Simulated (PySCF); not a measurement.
## Telling isomers of C₃H₁₅N₂PSi₂ apart by NMR

- σ from GIAO-PBE0/pcSseg-1
- GFN2-xTB geometry
- run in PySCF 2.14
- a single conformation, one averaged value for each set of equivalent atoms, non-relativistic Hamiltonian, isolated molecule

Scale: TMS for ¹H (σref 31.72) and ¹³C (σref 186.93) (reference shieldings calculated alike). Splittings of carbon signals by F and P are missing where no couplings were computed. Where no couplings were computed, multiplicities follow the n + 1 count of equivalent neighbours, and m marks all less simple cases (inequivalent or close neighbours, rings, F or P nearby). Shifts are as computed. Against solution values, carbons near 30 ppm lie about +3 ppm off and those near 130 ppm about +5 ppm. Of 1211 compounds with measured shifts, 218 miss one by over three times the rms of a fit or turn the order of signals round; such compounds aren't used in these exercises. OH and NH positions are gas-phase values without hydrogen bonding to other molecules.

(1) Tabulate the signals of `CN[Si@@]([SiH3])(P)N(C)C`, `CN(C)[C@@H]([SiH3])[Si@@H](N)P` and their relative energies.

(2) What is the quickest way to tell CN[Si@@]([SiH3])(P)N(C)C from CN(C)[C@@H]([SiH3])[Si@@H](N)P?

Results:

(1) 
```json
{"SMILES": "CN[Si@@]([SiH3])(P)N(C)C", "carbon types": "3×CH3", "δC": "39.9, 30.2", "δH": "3.35 (m, 3H), 2.63 (s, 3H), 2.58 (s, 6H), 1.00 (m, 2H), -0.18 (br s, 1H)", "E rel. (kcal/mol)": "0.0"}
{"SMILES": "CN(C)[C@@H]([SiH3])[Si@@H](N)P", "carbon types": "1×CH 2×CH3", "δC": "47.5, 46.6", "δH": "5.70 (m, 1H), 3.74 (d, 3H), 2.35 (s, 6H), 1.99 (m, 1H), 1.00 (m, 2H), 0.62 (br s, 2H)", "E rel. (kcal/mol)": "15.9"}
```

Energies are electronic energies at PBE0/pcSseg-1 on these geometries, without zero-point or thermal terms, each for the one conformer computed, which needn't be the lowest.

(2) Both give the same number of carbon signals, but DEPT or the intensities differ. The first has a methyl carbon bonded to N (CH3) at 30.2 ppm, the second an sp3 CH bonded to N and 2 Si at 46.6 ppm. Their most deshielded carbons lie at 39.9 and 47.5 ppm. In the proton spectra the most deshielded non-exchanging signals are 3.35 (m, 3H) and 5.70 (m, 1H).
